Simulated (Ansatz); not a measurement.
Consider the ligand exchange at a B–O bond: `[SiH3]OB(Cl)O[SiH3]` + H₂S → `[SiH3]OB(S)Cl` + `O[SiH3]`.

Calculated with Ansatz (gas phase, PBE0-D4/def2-TZVP geometries, no zero-point term in ΔE). CCSD(T)/CBS is the MP2 limit (def2-TZVPP, def2-QZVPP) plus CCSD(T) − MP2 in def2-TZVPP, frozen cores. This one scheme is used for every species. DFT in def2-TZVPP. HSE06 is defined as in plane-wave codes. Each species was taken in one conformer, which may not be the lowest.

```csv
species,HSE06 energy (Eh)
`[SiH3]OB(Cl)O[SiH3]`,-1217.79171
H₂S,-399.25468
`[SiH3]OB(S)Cl`,-1250.04306
`O[SiH3]`,-366.97899
```

(1) Work out ΔE.

Largest T1 diagnostic among the species: 0.012.

Answers

(1) ΔE = (-1250.04306) + (-366.97899) − (-1217.79171) − (-399.25468) = 0.02434 Eh = +63.9 kJ/mol. CCSD(T)/CBS gives +71.6 kJ/mol.

From BLYP to BHLYP (50 % exact exchange), in def2-TZVPP and without D4, ΔE moves by +11.6 kJ/mol. At CCSD(T), def2-SVP lies +14.5 kJ/mol from the extrapolated value and def2-TZVPP +2.1 kJ/mol. Leaving LDA and LC-ωPBE aside and taking each functional with its dispersion term where it has one, the values, not all of them listed here, spread over 22.1 kJ/mol, from revPBE-D4 to BHLYP-D4. LDA lies +7.2 kJ/mol from PBE without D4.
